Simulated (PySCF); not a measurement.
Sb(F)2(Et) (C2H5F2Sb), SMILES [CH2](C)[Sb]([F])[F]. Atoms are numbered in the order given.

```xyz
10

Sb     0.5736     0.2791     0.0000
F      0.3096    -1.0018    -1.4314
F      0.3096    -1.0018     1.4314
C     -1.5084     0.8490     0.0000
C     -2.4180    -0.3690     0.0000
H     -1.6620     1.4877     0.8867
H     -1.6620     1.4877    -0.8867
H     -2.2333    -0.9929    -0.8865
H     -2.2333    -0.9929     0.8865
H     -3.4791    -0.0735     0.0000
```
Charge 0, spin multiplicity 1.

Coordinates come from a PBE0-D3(BJ)/def2-SVP optimisation. The structure was generated by enumeration; whether it is a known compound was not checked. The def2 effective core potentials stand for the cores of Sb; spin–orbit coupling is left out. The values are those of a single conformer.

All values below come from PBE/def2-TZVP (PySCF).

Symmetry labels are those of the subgroup Cs that the program uses (full group Cs).

Q: List the valence orbital energies around the gap with their symmetry. (An estimate is asked for; the answer gives what the named calculation found.)

A: 
```tsv
orbital	symmetry	energy (eV)
HOMO−7	A'	-9.91
HOMO−6	A'	-9.39
HOMO−5	A'	-9.14
HOMO−4	A"	-8.97
HOMO−3	A"	-8.85
HOMO−2	A"	-8.49
HOMO−1	A'	-8.47
HOMO	A'	-6.43
LUMO	A"	-2.18
LUMO+1	A'	-1.88
LUMO+2	A'	-0.05
LUMO+3	A'	0.75
```
